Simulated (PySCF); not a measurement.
Atom-mapped SMILES (the numbers label the heavy atoms): `[CH3:1][c:2]1[n:3][n:4]([CH3:5])[c:6]([CH3:7])[p:8]1` (H(Xn): hydrogen on atom n).

[PySCF: GFN2-xTB geometry; σ from GIAO-PBE0/pcSseg-1; single conformer; no relativistic terms; in vacuum; one averaged value for each set of equivalent atoms]

Referencing at the same level of theory: $^{13}$C (σref 186.93) and $^{1}$H (σref 31.72) against TMS; $^{15}$N (σref 267.73) vs NH3; $^{31}$P (σref 318.38) vs H3PO4.

```json
{"atoms": "C7", "nucleus": "$^{13}$C", "count": "1", "δ (ppm)": "17.5"}
{"atoms": "C1", "nucleus": "$^{13}$C", "count": "1", "δ (ppm)": "?"}
{"atoms": "C5", "nucleus": "$^{13}$C", "count": "1", "δ (ppm)": "39.6"}
{"atoms": "C6", "nucleus": "$^{13}$C", "count": "1", "δ (ppm)": "179.7"}
{"atoms": "C2", "nucleus": "$^{13}$C", "count": "1", "δ (ppm)": "178.4"}
{"atoms": "P8", "nucleus": "$^{31}$P", "count": "1", "δ (ppm)": "117.0"}
{"atoms": "H(C5)", "nucleus": "$^{1}$H", "count": "3", "δ (ppm)": "3.99"}
{"atoms": "N4", "nucleus": "$^{15}$N", "count": "1", "δ (ppm)": "?"}
{"atoms": "N3", "nucleus": "$^{15}$N", "count": "1", "δ (ppm)": "375.2"}
{"atoms": "H(C7)", "nucleus": "$^{1}$H", "count": "3", "δ (ppm)": "?"}
{"atoms": "H(C1)", "nucleus": "$^{1}$H", "count": "3", "δ (ppm)": "2.68"}
```

Task: Complete the table.

Result: 
- C1: 20.7 ppm, methyl carbon on an aromatic ring; saturated and bonded to C and H only
- H(C7): 2.64 ppm, hydrogen on a methyl carbon on an aromatic ring; benzylic-type position, deshielded by the ring
- N4: 235.6 ppm, pyrrole-type ring nitrogen

Shifts are as computed. Against solution values, carbons near 30 ppm lie about +3 ppm off and those near 130 ppm about +5 ppm. Of 1211 compounds with measured shifts, 218 miss one by over three times the rms of a fit or turn the order of signals round; such compounds aren't used in these exercises. Experimental scales use liquid or dissolved standards, which lie at an offset from isolated NH3 (liquid NH3: subtract about 20 ppm) and H3PO4. Unscaled 15N shifts of sp2 nitrogen come out 20 to 40 ppm too high even then.
